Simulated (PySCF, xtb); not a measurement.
C₃H₅O₃, multiplicity 2. Atoms are numbered in the order given.

```xyz
11

C      2.3544    -0.0375     0.0626
O      1.1426    -0.0379     0.6773
C      0.0472     0.0038    -0.0975
O      0.0387     0.0676    -1.2949
O     -1.0112    -0.0358     0.6965
C     -2.2632     0.0041     0.0353
H      3.1916     0.0537     0.7498
H      2.3857     0.1308    -1.0132
H     -2.3743    -0.8521    -0.6462
H     -3.0244    -0.0379     0.8225
H     -2.3701     0.9314    -0.5468
```
Charge 0, spin multiplicity 2.

The structure is a stationary point at PBE0-D3(BJ)/def2-SVP. The isomer is the one that the SMILES or the coordinates give; other isomers of the formula were not compared.

Level of theory: PySCF with C-PCM-B3LYP/def2-SVP.

The values are the electrostatic part of the solvation free energy, E(continuum) − E(gas) at the gas-phase geometry, in a cavity of scaled van der Waals radii (PySCF's table); cavitation and dispersion terms are not included. The dipole moment in vacuum is 1.00 D.

Computed values in water (ε = 78.36), 1-octanol (ε = 9.86), cyclohexanone (ε = 15.62):
```json
[
 {"solvent": "water", "ε": "78.36", "ΔG(elec) (kcal/mol)": "-4.6", "dipole (D)": "1.18"},
 {"solvent": "1-octanol", "ε": "9.86", "ΔG(elec) (kcal/mol)": "-4.2", "dipole (D)": "1.16"},
 {"solvent": "cyclohexanone", "ε": "15.62", "ΔG(elec) (kcal/mol)": "-4.4", "dipole (D)": "1.17"}
]
```

For comparison, GFN2-xTB/ALPB(water) (xtb, at the GFN2-xTB geometry, all terms of that model) gives -4.0 kcal/mol.
